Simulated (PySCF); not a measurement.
# LaOF relaxed at several levels

Computed with PySCF 2.14.0, PBE0, def2-SVP on the ligands, density fitting, scalar-relativistic core potentials, no spin-orbit coupling, vacuum. Each row is relaxed at its own level from the same template. Distances are means of the shortest metal–ligand contacts, charges and spins Mulliken's. lcecp potentials hold a fixed number of 4f electrons in the core, out of states, spins and gaps.

| level | basis on the metal | point group | M–O (Å) | M–F (Å) | charge on M (e) | dipole (D) | HOMO–LUMO gap (eV) | strongest infrared band, degenerate modes summed (cm⁻¹) | unstable modes (below −25 cm⁻¹) |
| --- | --- | --- | --- | --- | --- | --- | --- | --- | --- |
| PBE0 | lcecp-1-SVP with ECP46 | Cs | 1.906 | 2.144 | 0.97 | 7.55 | – | 808 | 0 |

(1) What does the calculation give for PBE0, def2-SVP with ECP46?

One start shape was tried for each, so a minimum needn't be the lowest isomer.

## Answers

(1) point group: Cs, M–O (Å): 1.941, M–F (Å): 2.158, charge on M (e): 0.89, dipole (D): 7.64, HOMO–LUMO gap (eV): 4.52, strongest infrared band, degenerate modes summed (cm⁻¹): 803, unstable modes (below −25 cm⁻¹): 0.
```xyz
3

La    0.0391    0.0000   -0.3956
O     1.6163    0.0000    0.7353
F    -1.7437    0.0000    0.8204
```
